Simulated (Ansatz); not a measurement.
`F[C@@H]1[C@@H](F)C(F)(F)[C@H]1F` + H₂ → `F[C@@H]1C[C@@H](F)C1(F)F` + H–F at 600 K and 1 bar (hydrogenolysis of a C–F bond).

Computed with Ansatz on PBE0-D4/def2-TZVP structures; ΔE is electronic, products minus reactants. CCSD(T)/CBS is the MP2 limit (def2-TZVPP, def2-QZVPP) plus CCSD(T) − MP2 in def2-TZVPP, frozen cores. This one scheme is used for every species.

| species | CCSD(T)/CBS energy (Eh) | H − E (kJ/mol) | S (J/(mol·K)) |
| --- | --- | --- | --- |
| `F[C@@H]1[C@@H](F)C(F)(F)[C@H]1F` | -652.91952 | 261.2 | 475.3 |
| H₂ | -1.17544 | 43.9 | 150.8 |
| `F[C@@H]1C[C@@H](F)C1(F)F` | -553.74130 | 276.3 | 450.2 |
| H–F | -100.39570 | 42.3 | 194.0 |

H − E and S are ideal-gas, rigid-rotor, harmonic terms from PBE0-D4/def2-TZVP, for one conformer and one mirror image of each species. The MP2-based limit puts H₂ 0.8 mEh under its directly extrapolated value; such offsets cancel only in part. 1 Eh = 2625.50 kJ/mol, R = 8.31446 J/(mol·K).

Q: By hand: ΔE, ΔH, ΔS and ΔG.

A: ΔE = (-553.74130) + (-100.39570) − (-652.91952) − (-1.17544) = -0.04204 Eh = -110.4 kJ/mol. Δ(H − E) = 276.3 + 42.3 − 261.2 − 43.9 = 13.5, so ΔH = -96.9 kJ/mol. ΔS = 450.2 + 194.0 − 475.3 − 150.8 = 18.1 J/(mol·K). ΔG = -96.9 − 600 × (18.1)/1000 = -107.8 kJ/mol.

Q: By hand: the equilibrium constant, and the temperature at which ΔG would vanish if ΔH and ΔS stayed fixed.

A: log₁₀ K = −ΔG/(RT ln 10) = 9.4. ΔH and −TΔS have one sign here, so there is no such temperature.

ΔH outweighs TΔS. A doubt of 5 kJ/mol in ΔE shifts log₁₀ K by 0.4 here. Other conformers and mirror images would add mixing entropy, several J/(mol·K) or more a flexible species. These are equilibria of isolated gas molecules and say nothing of rates. Largest T1 diagnostic: 0.012 (customary marks: 0.02 for closed shells, 0.045 for open ones).
